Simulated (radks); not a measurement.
Results of a calculation; reference values are marked as such.
Question: Spin polarisation of the 4p3 shell in Br2+. Start: [Ar] 3d10 4s2 4p(up 1.5, down 1.5); electrons of 4p are moved from spin down to spin up, other shells keep equal spins. Level of theory: scalar-relativistic Kohn-Sham, PBE, spin-polarised, spherical densities, point nucleus (a radial shooting solver on a logarithmic mesh with Libxc functionals). Estimate the energy gained and the exchange splitting at a moment of 3 Bohr magnetons.

Answer: At moment 3 the spin-polarisation energy is -2.402 eV and the 4p exchange splitting 3.249 eV, that is 1.083 eV per Bohr magneton; E = -I m^2/4 would give I = 1.068 eV.
